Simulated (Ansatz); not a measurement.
Abstraction of H: SnH2F2 + InH2 → SnHF2 + InH3

Species: SnH2F2 `[F][SnH2][F]`, singlet; InH2 `[InH2]`, doublet; SnHF2 `[F][SnH][F]`, doublet; InH3 `[InH3]`, singlet. A radical takes H: the energy is the difference in strength between the Sn–H bond broken and the In–H bond made.

Shapes, held fixed at every level: PBE0-D4/def2-TZVP. Programs: Ansatz 0.2.0. The zero-point and thermal change to 298 K, harmonic and unscaled (PBE0-D4/def2-TZVP), is -1.4 kJ/mol.

| level | kind | ΔH(298 K) (kJ/mol) | less CCSD(T)/def2-TZVPP |
| --- | --- | --- | --- |
| HF/def2-TZVPP | Hartree–Fock | +17.8 | +6.4 |
| PBE0-D4/def2-TZVPP | global hybrid | +4.5 | -6.9 |
| wB97M-V/def2-TZVPP | range-separated hybrid | +2.0 | -9.4 |
| B2PLYP/def2-TZVPP | double hybrid | +4.7 | -6.7 |
| CCSD/def2-SVP | coupled cluster or CI | +18.0 | +6.6 |
| CCSD/def2-TZVPP | coupled cluster or CI | +12.8 | +1.4 |
| CCSD(T)/def2-TZVPP | coupled cluster or CI | +11.4 | 0.0 |

The highest level, CCSD(T)/def2-TZVPP, gives ΔH(298 K) = +11.4 kJ/mol; the levels span +2.0 to +18.0. The column of differences is taken from that level and isn't an error. No measured value is set beside it here. Open shells run unrestricted. For atoms past krypton def2 sets carry core potentials with scalar relativity. Outer-core shells of In, Sn are correlated in most correlated rows, in sets that cover them unevenly.
